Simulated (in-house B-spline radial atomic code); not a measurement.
Two electrons outside the [Ar] 3d10 4s2 4p6 core: Ba18+

Computed with a B-spline radial code for spherical atoms: configuration interaction (CI) of the two valence electrons in the field of the frozen Dirac-Fock core, alone and with many-body perturbation theory for the core (screened one- and two-electron correlation potentials), Breit and QED terms; no-pair Dirac Hamiltonian, finite nucleus. Labels give the configuration (outer n counted up each series) and the leading LS term, or the jj pair where no LS term holds 70 %.

Command:
```bash
python run_mb.py task.json out
```
Settings (nuclear radius in fm, box in bohr, cutoff in hartree):
```
basis_form          3
Z                   56
core_configuration  [Ar] 3d10 4s2 4p6
rms_radius          4.8378
mass_number         138
speed_of_light      137.036
box_radius          4.5
lmax                6
intervals           59
virtual_cutoff      6272.0
```

Time taken, with all properties: 96 s on 1 thread of Arm Neoverse V2 (shared host).

Excitation energies (cm⁻¹):

| level | purity of the LS term | CI alone | CI + MBPT + Breit + QED |
| --- | --- | --- | --- |
| 4d2 3F2 | 0.871 | 0 | 0 |
| 4d2 3F3 | 1.0 | 23701 | 23501 |
| 4d2 3P0 | 0.904 | 34412 | 33777 |
| 4d2 3F4 | 0.803 | ? | ? |
| 4d2 (3/2,5/2)2 | 0.457 (3P) | 44184 | 43408 |
| 4d2 3P1 | 1.0 | ? | ? |
| 4d2 1G4 | 0.802 | 71775 | 68961 |
| 4d2 (5/2,5/2)2 | 0.534 (3P) | 75458 | 74441 |
| 4d2 1S0 | 0.904 | 124638 | 127433 |

Question: Where does 4d2 3P1 lie?

Answer: 49629 cm⁻¹ in CI alone and 48407 cm⁻¹ with all corrections.

Question: Where does 4d2 3F4 lie?

Answer: 41413 cm⁻¹ in CI alone and 40497 cm⁻¹ with all corrections.

Question: What is the first ionisation energy?

Answer: 489.58 eV to the 4d3/2 state of the next ion (486.61 eV from CI alone). NIST lists 488 ± 3 eV (tabulated theory).
